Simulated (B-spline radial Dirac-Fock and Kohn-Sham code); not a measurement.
Dipole and non-dipole photoemission parameters of Fe 4s

System: the Fe atom, configuration [Ar] 3d6 4s2; threshold 7.23 eV (orbital energy of the model). These are calculated numbers from a radial atomic solver; the model is Dirac-Hartree-Slater photoionisation with a Latter tail; cross sections with all multipoles, angular parameters from the dipole term and its interference with E2.

Input of the calculation (task.json; shells as n, l, electrons):

```json
{"items": [{
  "Z": 26,
  "q": 0,
  "cfg": [[1, 0, 2], [2, 0, 2], [2, 1, 6], [3, 0, 2], [3, 1, 6], [3, 2, 6], [4, 0, 2]],
  "A": 56,
  "rrms": 3.7377,
  "do": "xps",
  "hv": [60, 80, 100, 107.0, 143.0, 173.0, 202.0, 252.0, 254.0, 343.0, 570.0, 618.0, 681.0, 819.0, 1253.6, 1630.0, 1840.0, 2000, 2610.0, 2984.4, 3270.0, 4020.0, 4470.0, 5180.0, 5414.7, 8670.0, 11400.0, 12000.0, 12900.0, 15000],
  "edges": {"K": 7112.0, "L1": 844.6, "L2": 719.9, "L3": 706.8, "M1": 91.3}
}]}
```

Command: `python xray2_run.py task.json out`

For linearly polarised light dσ/dΩ = σ/(4π) [1 + β P₂(cos θ) + (δ + γ cos²θ) sin θ cos φ], with θ from the polarisation vector and φ the angle between the beam and the projection of the electron momentum on the plane normal to the polarisation.

| hν (eV) | σ (kb) | β | γ |
| --- | --- | --- | --- |
| 60 | 89.4 | 1.998 | 0.115 |
| 80 | 66.9 | 1.998 | 0.157 |
| 100 | 51.1 | 1.999 | 0.178 |
| 107 | 46.8 | 1.999 | 0.181 |
| 143 | 31.6 | 1.999 | 0.181 |
| 173 | 24.1 | 1.999 | 0.170 |
| 202 | 19.2 | 1.999 | 0.154 |
| 252 | 13.8 | 1.999 | 0.123 |
| 254 | 13.7 | 1.999 | 0.122 |
| 343 | 8.63 | 1.999 | 0.069 |
| 570 | 3.75 | 1.999 | -0.022 |
| 618 | 3.26 | 1.999 | -0.033 |
| 681 | 2.75 | 1.999 | -0.044 |
| 819 | ? | ? | ? |
| 1253.6 | 0.888 | 2.000 | -0.023 |
| 1630 | 0.532 | 2.000 | 0.043 |
| 1840 | 0.417 | 2.000 | 0.087 |
| 2000 | 0.352 | 2.000 | 0.123 |
| 2610 | 0.202 | 2.000 | 0.265 |
| 2984.4 | 0.152 | 1.999 | 0.352 |
| 3270 | 0.125 | 1.999 | 0.418 |
| 4020 | 0.0790 | 1.999 | 0.585 |
| 4470 | 0.0622 | 1.999 | 0.680 |
| 5180 | 0.0443 | 1.999 | 0.823 |
| 5414.7 | 0.0400 | 1.999 | 0.868 |
| 8670 | 0.0129 | 1.999 | 1.419 |
| 11400 | 0.00646 | 1.999 | 1.804 |
| 12000 | 0.00567 | 1.999 | 1.881 |
| 12900 | 0.00470 | 1.999 | 1.992 |
| 15000 | 0.00316 | 1.998 | 2.234 |

Q: Give the values at 819 eV.

A: σ = 1.97 kb, β = 1.999, γ = -0.054. For an s subshell δ is negligible.
